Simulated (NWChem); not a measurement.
Molecule: CH4Ge, singlet; SMILES [CH3][GeH]

Program: NWChem. Low-valent species are run as closed-shell singlets; no triplet was tried in these runs. Each level has its own optimisation; frequencies are unscaled.

```json
[
 {"level": "LDA (Slater exchange, VWN5)/def2-SVP", "r Ge–H (Å)": "1.613", "r C–Ge (Å)": "[?]", "highest harmonic frequency (cm⁻¹)": "3096", "lowest (cm⁻¹)": "[?]", "zero-point energy (kcal/mol)": "24.8"},
 {"level": "CAM-B3LYP/def2-SVP", "r Ge–H (Å)": "1.597", "r C–Ge (Å)": "1.990", "highest harmonic frequency (cm⁻¹)": "3163", "lowest (cm⁻¹)": "181", "zero-point energy (kcal/mol)": "26.0"},
 {"level": "Hartree-Fock/STO-3G", "r Ge–H (Å)": "1.465", "r C–Ge (Å)": "1.919", "highest harmonic frequency (cm⁻¹)": "3741", "lowest (cm⁻¹)": "193", "zero-point energy (kcal/mol)": "31.9"},
 {"level": "PBE-D3(BJ)/def2-SVP", "r Ge–H (Å)": "1.621", "r C–Ge (Å)": "2.009", "highest harmonic frequency (cm⁻¹)": "3089", "lowest (cm⁻¹)": "133", "zero-point energy (kcal/mol)": "24.9"}
]
```

### Question
Some entries are withheld; supply them.

### Answer

- LDA (Slater exchange, VWN5)/def2-SVP, r C–Ge (Å): 1.973
- LDA (Slater exchange, VWN5)/def2-SVP, lowest (cm⁻¹): 112
